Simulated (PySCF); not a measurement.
Calculated NMR parameters of O=C(F)c1ccccc1

| Item | Value |
| --- | --- |
| Formula | C7H5FO |
| SMILES | O=C(F)c1ccccc1 |
| Point group of the computed structure | Cs |
| Degrees of unsaturation | 5 |
| Carbon signals | 5 |
| Proton signals | 3 |

Atoms are numbered as in `[O:1]=[C:2]([F:3])[c:4]1[cH:5][cH:6][cH:7][cH:8][cH:9]1` (H(Xn): hydrogen on atom n).

Computational details: NMR shieldings at B97-2/pcSseg-2/GIAO, PBE0-D3(BJ)/def2-TZVP structure, in PySCF 2.14 (isolated molecule, single conformer, no relativistic terms, rapidly exchanging positions averaged).

δ = σ(ref) − σ, references computed at the same level: TMS for 1H (31.64 ppm) and 13C (185.38 ppm); CFCl3 for 19F (175.98 ppm); 17O (327.66 ppm) vs H2O.

| carbon | δC, type | δH (multiplicity) | HMBC from (2–3 bonds) | span of the C tensor (ppm) |
| --- | --- | --- | --- | --- |
| C2 | 166.3, C | – | H(C5)/H(C9) | 195 |
| C4 | 132.5, C | – | H(C5)/H(C9), H(C6)/H(C8) | 201 |
| C5/C9 | 139.9, CH | 8.51 (m) | H(C5)/H(C9), H(C7), H(C6)/H(C8) | 240 |
| C6/C8 | 135.2, CH | 7.78 (m) | H(C5)/H(C9), H(C7), H(C6)/H(C8) | 237 |
| C7 | 142.1, CH | 7.93 (m) | H(C5)/H(C9), H(C6)/H(C8) | 246 |

Other nuclei:
```json
{"atoms": "F3", "nucleus": "19F", "environment": "fluorine bonded to C", "δ (ppm)": "11.5", "σ (ppm)": "164.5"}
{"atoms": "O1", "nucleus": "17O", "environment": "carbonyl oxygen", "δ (ppm)": "404.1", "σ (ppm)": "-76.4"}
```

Carbon types of the structure: 2 × C, 5 × CH, which accounts for all hydrogens. δC 166.3: carbonyl carbon. δC 142.1, 139.9, 135.2: aromatic CH. δC 132.5: substituted aromatic carbon. δH 8.51, 7.93, 7.78: hydrogen on an aromatic CH.

Splittings by 19F in the carbon and heteronuclear signals aren't shown, as no couplings were computed. Shifts are as computed. Against solution values, carbons near 30 ppm lie about +3 ppm off and those near 130 ppm about +7 ppm. Of 1309 compounds with measured shifts, 239 miss one by over three times the rms of a fit or turn the order of signals round; such compounds aren't used in these exercises. Unscaled 19F shifts against computed CFCl3 carry errors that often reach 10 to 50 ppm. Unscaled 17O shifts of doubly bonded oxygen tend to come out too high, by tens of ppm or more. Experimental scales use liquid or dissolved standards, which lie at an offset from isolated H2O (liquid H2O: subtract about 36 ppm). Multiplicities follow the n + 1 count of equivalent neighbours, as no J values were calculated; m marks all less simple cases, F and P coupling included.
